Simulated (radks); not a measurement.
Results of a calculation; reference values are marked as such.
Task: Species: Pd II. Configuration: [Kr] 4d8.5 5p0.5 (fractional occupations, a model configuration). Code: a radial shooting solver on a logarithmic mesh with Libxc functionals. Model: Dirac Kohn-Sham, BLYP, spin-unpolarised, spherical densities, point nucleus; open shells are shared between the two j in proportion to 2j + 1.

Spin-orbit splittings of the eigenvalues, e(l+1/2) - e(l-1/2), with zeta = 2 splitting/(2l+1) and mean radii in bohr:

| shell | occ. | splitting (eV) | zeta (eV) | <r> j=l-1/2 | <r> j=l+1/2 |
|---|---|---|---|---|---|
| 2p | 6 | 159.5 | 106.3 | 0.1171 | 0.1221 |
| 3p | 6 | 27.79 | 18.53 | 0.3713 | 0.3821 |
| 3d | 10 | 5.542 | 2.217 | 0.3557 | 0.3591 |
| 4p | 6 | ? | ? | 1.015 | 1.046 |
| 4d | 8.5 | 0.5001 | 0.2000 | 1.417 | 1.438 |
| 5p | 0.5 | 0.2755 | 0.1837 | 3.572 | 3.680 |

Estimate the 4p splitting.

Result: 4.511 eV (zeta = 3.007 eV).
